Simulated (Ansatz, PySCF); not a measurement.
C4H8OS, SMILES CC(=O)[C@H](C)S. Atoms are numbered in the order given.

```xyz
14

C      1.6827    -0.7398    -0.7677
C      0.7962    -0.6208     0.4564
O      1.1990    -0.8821     1.5670
C     -0.6539    -0.1713     0.2479
C     -1.4290    -0.9947    -0.7758
S     -0.6953     1.6414    -0.1151
H      1.5840     0.1349    -1.4269
H      1.3911    -1.6303    -1.3492
H      2.7262    -0.8530    -0.4477
H     -1.1253    -0.2441     1.2390
H     -0.9976    -0.8976    -1.7846
H     -2.4749    -0.6585    -0.8227
H     -1.4176    -2.0627    -0.5017
H     -0.4164     1.5395    -1.4359
```

Geometry: B3LYP-D3(BJ)/def2-SVP. Other conformers were not sampled.

Two levels are set side by side: PBE-D3(BJ)/def2-SVP (Ansatz, an electronic-structure program) and B3LYP-D3(BJ)/def2-SVP (Ansatz). Each level has its own optimised geometry; the coordinates shown are those of the second. Frequencies come from the Hessian of PySCF at each geometry. Differences are taken from unrounded values.

```
quantity                            B3LYP-D3(BJ)  PBE-D3(BJ)  PBE-D3(BJ) minus B3LYP-D3(BJ)
----------------------------------  ------------  ----------  -----------------------------
mean bond length (Å)                       1.284       1.291                          0.007
bond C1–C2 (Å)                             1.516       1.519                          0.003
bond C2–O3 (Å)                             1.210       1.220                          0.010
bond C2–C4 (Å)                             1.533       1.538                          0.006
bond C4–C5 (Å)                             1.525       1.526                          0.001
bond C4–S6 (Å)                             1.849       1.851                          0.002
bond C1–H7 (Å)                             1.100       1.108                          0.008
bond C1–H8 (Å)                             1.103       1.111                          0.008
bond C1–H9 (Å)                             1.097       1.105                          0.007
bond C4–H10 (Å)                            1.100       1.109                          0.009
bond C5–H11 (Å)                            1.101       1.109                          0.008
bond C5–H12 (Å)                            1.100       1.107                          0.008
bond C5–H13 (Å)                            1.103       1.110                          0.008
bond S6–H14 (Å)                            1.354       1.364                          0.010
highest harmonic wavenumber (cm⁻¹)          3165        3111                            -55
mean harmonic wavenumber (cm⁻¹)             1362        1324                            -38
zero-point energy (kcal/mol)               70.12       68.15                          -1.97
```

Exact exchange shortens and stiffens bonds; PBE has none. Differences between two approximate levels are no errors against the true value.
